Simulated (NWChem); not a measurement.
System: CH7NOSi; SMILES [SiH](C)(N)O

```xyz
11

Si     0.0936     0.0850    -0.3473
C      0.3399    -1.7021     0.1848
N     -1.4912     0.5457     0.1841
O      1.2268     1.1357     0.2876
H      0.3320     0.2205    -1.8088
H     -0.3549    -2.3722    -0.3373
H      0.1865    -1.8342     1.2627
H      1.3572    -2.0347    -0.0503
H     -1.9229     1.4015    -0.1435
H     -2.1881    -0.1657     0.3665
H      1.1013     1.3275     1.2286
```
Atoms are numbered in this order, from 1.

All runs: NWChem. Pople sets run with spherical d functions. Geometry: optimised at B3LYP/6-31G* (spherical d). Core excitations by TDA in a window of 1s orbitals, non-relativistic and unshifted: absolute energies depend strongly on the exact-exchange share.

For level C K edge, BHandHLYP/6-311G**:

| Item | Value |
|---|---|
| first 1s excitation (eV) | 285.5 |
| dipole oscillator strength of the first | 0.0051 |
| first state with f > 0.002 (eV) | 285.5 |
| dipole oscillator strength of that state | 0.0051 |

Estimate the same quantities for level O K edge, PBE/6-311G**.

The first 1s excitation (eV) is 509.9 and the dipole oscillator strength of the first is 0.0026. The first state with f > 0.002 (eV) is 509.9 and the dipole oscillator strength of that state is 0.0026.
